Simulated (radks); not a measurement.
Q: Ionisation of neutral magnesium, [Ne] 3s2, to [Ne] 3s1 as the strength of local exchange is varied. All-electron calculation, non-relativistic Kohn-Sham, Slater X-alpha exchange (alpha = 2/3 is LDA exchange), no correlation, spin-unpolarised, spherical densities, point nucleus. Program: a radial shooting solver on a logarithmic mesh with Libxc functionals.

alpha  E(Mg) (hartree)  exchange (hartree)  IE (eV)  -e of the level emptied (eV)  <r> of it (bohr)
0.564       -196.02102           -12.17987    6.473                    3.315 (3s)             3.335
0.667       -198.25606           -14.54279    7.101                    3.869 (3s)             3.219
0.721       -199.43638           -15.79862    7.441                    4.174 (3s)             3.163
0.746       -199.98481           -16.38398    7.601                    4.318 (3s)             3.137
0.811       -201.41662           -17.91764    8.024                    4.701 (3s)             3.073
0.824       -201.70400           -18.22640    8.110                    4.779 (3s)             3.061
?           -198.38692           -14.68175    7.138                    3.903 (3s)             3.213

Which alpha was used in the last row?

A: alpha = 0.673. NIST Atomic Spectra Database: 7.646 eV (measured). The Delta-SCF value meets it near alpha = 0.75. Spin polarisation and multiplet splitting are left out, so open shells lie too high by an amount that depends on their filling.

Beside tabulated values, note that spin-unpolarised runs miss the spin-polarisation part of the exchange energy of open shells.
